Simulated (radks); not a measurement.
Results of a calculation; reference values are marked as such.
Q: The mean radii <r> (bohr) of the occupied orbitals of an atom or ion are listed with their occupations. Level of theory: scalar-relativistic Kohn-Sham, exchange-only LDA, spin-polarised, spherical densities, point nucleus (a radial shooting solver on a logarithmic mesh with Libxc functionals).

orbital  occ.      <r>
1s down     1  0.01605
1s up       1  0.01605
2s up       1  0.06764
2s down     1  0.06764
2p up       3  0.06147
2p down     3  0.06147
3s up       1   0.1740
3s down     1   0.1740
3p up       3   0.1757
3p down     3   0.1756
3d up       5   0.1591
3d down     5   0.1590
4s up       1   0.3645
4s down     1   0.3647
4p up       3   0.3815
4p down     3   0.3817
4d up       5   0.3857
4d down     5   0.3860
4f up       2   0.3647

Name the element and its charge. Open shells, if any, are filled with parallel spins first.

A: Z = 82, lead, charge +34: Pb34+ in [Kr] 4d10 4f2. The 1s radius gives Z: for a bare nucleus <r> = (2 gamma + 1)/(2Z) with gamma = sqrt(1 - (Z/c)^2), 0.01587 bohr for Z = 82, and screening makes it slightly larger (0.01605 here). The occupations add up to 48, and the charge is Z minus that.
